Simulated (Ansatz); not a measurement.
Molecular dynamics of FGeH₇O₂

Input file:

```yaml
crystal:
  periodic: [false, false, false]
  atoms:
    - { symbol: Ge, position_ang: [-0.760714, 1.116508, -0.501812] }
    - { symbol: O, position_ang: [0.876522, 0.072683, -0.551811] }
    - { symbol: H, position_ang: [-1.916842, 0.59567, -1.36975] }
    - { symbol: H, position_ang: [-1.021287, 1.979765, 0.746509] }
    - { symbol: H, position_ang: [-0.022489, 2.136361, -1.467482] }
    - { symbol: H, position_ang: [-0.190033, -1.184866, 1.140075] }
    - { symbol: F, position_ang: [-1.207375, -0.464585, 0.723698] }
    - { symbol: H, position_ang: [1.047571, -0.783438, 0.269972] }
    - { symbol: O, position_ang: [0.815476, -1.582588, 1.148097] }
    - { symbol: H, position_ang: [1.633447, 0.574202, -0.881744] }
    - { symbol: H, position_ang: [0.745725, -2.459813, 0.744248] }
basis:
  gaussian: { orbitals: def2-SVP }
hamiltonian:
  xc: b3lyp
  dispersion: d4
md:
  timestep: 0.5
  n_steps: 200
  ensemble: nve
  temperature: 300.0
  initial_velocities: maxwell_boltzmann
  seed: 7383
```

Launched with:

```bash
$ ansatz run input.yaml --threads 2 --pin off --max-ram 3072MiB --backend cpu --events-out ev --progress --plain --runs-dir out
```

It starts at the highest image of a converged band, a first-order saddle point between two minima.

Output, in part (step lines, the closing report, with atoms numbered from 0):

```
md step     0: t =     0.00 fs  T =   300.0 K  F+E_penalty+E_count = -63432.62041796 eV  E_kin = 0.349002 eV  conserved = -63432.27141596 eV  (25 SCF iters)
md step     1: t =     0.50 fs  T =   292.9 K  F+E_penalty+E_count = -63432.61208032 eV  E_kin = 0.340776 eV  conserved = -63432.27130416 eV  (29 SCF iters)
md step     2: t =     1.00 fs  T =   274.1 K  F+E_penalty+E_count = -63432.58994329 eV  E_kin = 0.318920 eV  conserved = -63432.27102287 eV  (29 SCF iters)
md step     3: t =     1.50 fs  T =   247.3 K  F+E_penalty+E_count = -63432.55839748 eV  E_kin = 0.287726 eV  conserved = -63432.27067099 eV  (29 SCF iters)
md step     4: t =     2.00 fs  T =   217.2 K  F+E_penalty+E_count = -63432.52298271 eV  E_kin = 0.252639 eV  conserved = -63432.27034398 eV  (29 SCF iters)
md step     5: t =     2.50 fs  T =   188.0 K  F+E_penalty+E_count = -63432.48885139 eV  E_kin = 0.218738 eV  conserved = -63432.27011336 eV  (29 SCF iters)
md step     6: t =     3.00 fs  T =   163.0 K  F+E_penalty+E_count = -63432.45963433 eV  E_kin = 0.189622 eV  conserved = -63432.27001240 eV  (29 SCF iters)
md step     7: t =     3.50 fs  T =   143.5 K  F+E_penalty+E_count = -63432.43691566 eV  E_kin = 0.166881 eV  conserved = -63432.27003416 eV  (28 SCF iters)
[... lines left out ...]
Total energy: -63432.81896262 eV, -2331.1131005673 hartree
Atom 0 at    -0.649228     1.369012    -0.716641 Å, force    -1.009642     0.224011     0.203515 eV/Å
Atom 1 at     0.805693     0.329990    -0.630771 Å, force     0.464463    -0.691937    -0.040374 eV/Å
Atom 2 at    -1.852801     0.526709    -1.275421 Å, force     0.425882     0.336667    -0.027471 eV/Å
Atom 3 at    -0.965124     1.754481     0.745473 Å, force     0.169559     0.012936    -0.177714 eV/Å
Atom 4 at    -0.274952     2.613563    -1.584260 Å, force    -0.172874    -0.275245     0.115385 eV/Å
Atom 5 at    -0.734860    -1.587554     1.536059 Å, force    -1.405868     0.118768    -0.193085 eV/Å
Atom 6 at    -1.685979    -1.356007     1.461944 Å, force     1.763619    -0.215588     0.029995 eV/Å
Atom 7 at     1.032559    -1.053194     0.778319 Å, force    -0.024508     1.201026    -0.121346 eV/Å
Atom 8 at     0.997394    -1.853754     1.314405 Å, force    -0.185852    -0.086214    -0.138514 eV/Å
Atom 9 at     0.952120    -0.118554    -1.478662 Å, force     0.077312     0.089743     0.153348 eV/Å
Atom 10 at     1.343543    -2.450222     0.638912 Å, force    -0.102091    -0.714165     0.196262 eV/Å
Dipole moment:     0.419553     0.073144    -0.746408 e Å
```

The steps, from the saved trajectory:

| time (fs) | T (K) | potential energy less start (eV) | conserved less start (meV/atom) |
| --- | --- | --- | --- |
| 0.0 | 300 | 0.000 | 0.00 |
| 3.0 | 163 | 0.161 | 0.13 |
| 6.0 | 106 | 0.227 | 0.13 |
| 9.0 | 163 | 0.159 | 0.04 |
| 12.0 | 138 | 0.190 | 0.13 |
| 15.0 | 202 | 0.116 | 0.10 |
| 18.0 | 232 | 0.079 | 0.06 |
| 21.0 | 217 | 0.097 | 0.11 |
| 24.0 | 313 | -0.014 | 0.04 |
| 27.0 | 291 | 0.012 | 0.13 |
| 30.0 | 437 | -0.160 | 0.02 |
| 33.0 | 454 | -0.177 | 0.11 |
| 36.0 | 414 | -0.131 | 0.10 |
| 39.0 | 457 | -0.182 | 0.05 |
| 42.0 | 466 | -0.192 | 0.13 |
| 45.0 | 567 | -0.311 | 0.01 |
| 48.0 | 534 | -0.271 | 0.10 |
| 51.0 | 535 | -0.272 | 0.08 |
| 54.0 | 582 | -0.328 | 0.03 |
| 57.0 | 534 | -0.271 | 0.12 |
| 60.0 | 556 | -0.297 | 0.03 |
| 63.0 | 558 | -0.299 | 0.10 |
| 66.0 | 557 | -0.297 | 0.10 |
| 69.0 | 604 | -0.354 | -0.02 |
| 72.0 | 533 | -0.270 | 0.15 |
| 75.0 | 546 | -0.286 | 0.05 |
| 78.0 | 547 | -0.288 | -0.02 |
| 81.0 | 468 | -0.193 | 0.18 |
| 84.0 | 537 | -0.276 | 0.04 |
| 87.0 | 524 | -0.261 | -0.01 |
| 90.0 | 424 | -0.142 | 0.18 |
| 93.0 | 476 | -0.205 | 0.05 |
| 96.0 | 481 | -0.210 | 0.02 |
| 99.0 | 443 | -0.165 | 0.15 |

All steps were run. The conserved energy stayed within 0.19 meV per atom of its start (net change 0.055 meV per atom), so the integration is sound. The system heated up, since it started high on the potential surface and ran downhill. A run of 0.1 ps of so small a system gives no equilibrium averages. The orbitals stay closed-shell, which can raise the energy where a bond breaks towards radicals; this wasn't checked here.

The step under study would form Ge1–F7, H6–O9, O2–H8 and break Ge1–O2, H6–F7, H8–O9. These pairs go: Ge1–F7 2.05 → 3.64 Å, H6–O9 1.08 → 1.77 Å, O2–H8 1.20 → 1.99 Å, Ge1–O2 1.94 → 1.79 Å, H6–F7 1.31 → 0.98 Å, H8–O9 1.21 → 0.96 Å. In the last frame they stand as before the step (other bonds may differ from the relaxed reactants and products). It ends as FH + GeH4O + H2O. Pairs count as bonded within 1.25 times the sum of covalent radii (0.12 Å more for H–H).

Last frame:

```xyz
11
Properties=species:S:1:pos:R:3
Ge -0.649 1.369 -0.717
O 0.806 0.330 -0.631
H -1.853 0.527 -1.275
H -0.965 1.754 0.746
H -0.275 2.614 -1.584
H -0.735 -1.588 1.536
F -1.686 -1.356 1.462
H 1.033 -1.053 0.778
O 0.997 -1.854 1.314
H 0.952 -0.119 -1.479
H 1.343 -2.450 0.639
```

The run took 8.8 min on 2 threads of Arm Neoverse V1, on a shared host, peak memory 0.25 GiB.
